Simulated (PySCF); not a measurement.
A GIAO shielding run with PySCF 2.14.0 with density-fitted response routines (density fitting, non-relativistic, gas phase) on `InChI=1S/C4H8OSSi/c1-5-2-4-3-7-6-4/h3H,2,7H2,1H3`:

```
$ OMP_NUM_THREADS=1 python probes_run.py task.json out

{"job": {"kind": "nmr", "xc": "PBE0", "basis": "pcSseg-1"}, "charge": 0, "multiplicity": 1}
C     -2.238404    -0.293825    -0.370852
O     -1.791535     0.241876     0.851226
C     -0.710238     1.129870     0.710340
C      0.589650     0.450220     0.440904
C      0.955640    -0.834232     0.609308
Si     2.721230    -0.712884     0.016829
S      1.962989     1.363925    -0.199461
H     -2.619291     0.496417    -1.030044
H     -1.441094    -0.833425    -0.893407
H     -3.044144    -0.983316    -0.127702
H     -0.638284     1.672376     1.660379
H     -0.903615     1.867239    -0.084768
H      0.314099    -1.606894     0.996050
H      3.042142    -1.221819    -1.306701
H      3.796442    -0.727541     0.993746
```

Hardware: 1 thread of an Arm Neoverse N1, shared host. The job also computes population analyses, field gradients, ring-centre shieldings.

**Question.** How large is the calculation?

**Answer.** 70 electrons, 173 basis functions and 943 auxiliary functions.

**Question.** How long does it take, and how much memory does it need?

**Answer.** 47 s of wall time, with 14 SCF cycles and 5 response iterations; peak memory 0.78 GiB. Times on a shared host scatter by some tens of per cent.
